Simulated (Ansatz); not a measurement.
HS₂, doublet, at a GFN2-xTB geometry; BLYP-D4/pcseg-1 (Ansatz, a quantum-chemistry and plane-wave program).

The Ansatz input:
Ansatz 0.2 input:
```yaml
crystal:
  periodic: [false, false, false]
  atoms:
    - {symbol: S, position_ang: [0.91067831, -0.45184823, -0.02081956]}
    - {symbol: S, position_ang: [-0.80573747, 0.48637639, 0.01910795]}
    - {symbol: H, position_ang: [-1.67905351, -0.55245053, 0.02738580]}
basis:
  gaussian:
    orbitals: pcseg-1.json
hamiltonian:
  xc: blyp
  dispersion: d4
magnetization: {spin_polarized: true, initial_magnetization: 1}
```
The basis file holds pcseg-1 in the JSON format of the Basis Set Exchange.

Task: Write the output that Ansatz gives for this input, abridged.

Result: 
```
Functional definition: BLYP
489 factors; their error is unknown
mean field evaluation 1: about -21685.0843 eV, gradient 9.1e0 eV
mean field evaluation 2: about -21684.1635 eV, gradient 1.5e1 eV
mean field evaluation 4: about -21685.7327 eV, gradient 1.1e0 eV
mean field evaluation 8: about -21685.7286 eV, gradient 1.9e-2 eV
mean field evaluation 16: about -21684.3356 eV, gradient 5.8e0 eV
mean field -21685.72862341 eV, -796.9358277954 hartree, gradient 5.3e-5 eV, S^2 0.751618; 3 other end points of the search recorded, 0 dependent functions left out
reference -21685.72888804 eV, -796.9358375205 hartree; 17, 16 occupied and 24, 25 virtual orbitals, 489 factors
Total energy: -21685.84475137 eV, -796.9400954192 hartree
```
